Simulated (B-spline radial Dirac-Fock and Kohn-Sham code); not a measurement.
## The Lβ1 (L2-M4) line from Mo to Te

Model: Dirac-Fock ΔSCF + Breit + QED. Program: a radial atomic solver. Free neutral atoms. No correlation.

| Z | element | energy (eV) | wavelength (Å) |
| --- | --- | --- | --- |
| 42 | Mo | 2396.2 | 5.1741 |
| 43 | Tc | 2538.2 | 4.8847 |
| 46 | Pd | 2991.4 | 4.1447 |
| 47 | Ag | 3152.1 | 3.9334 |
| 48 | Cd | 3317.7 | 3.7371 |
| 49 | In | 3488.2 | 3.5544 |
| 50 | Sn | 3663.8 | 3.3840 |
| 51 | Sb | 3844.6 | 3.2249 |
| 52 | Te | 4030.6 | 3.0761 |

Question: How well does Moseley's law, √E linear in Z, describe these energies?

Answer: A straight-line fit gives √(E/eV) = 1.4527·(Z − 8.33). The slope squared is 0.1551 Ry, against 0.1389 Ry for a hydrogen-like ion. The residuals, fit less computed, are Mo -3.7, Tc -1.5, Pd +3.3, Ag +3.7, Cd +3.4, In +2.4, Sn +0.6, Sb -2.2, Te -6.0 eV.
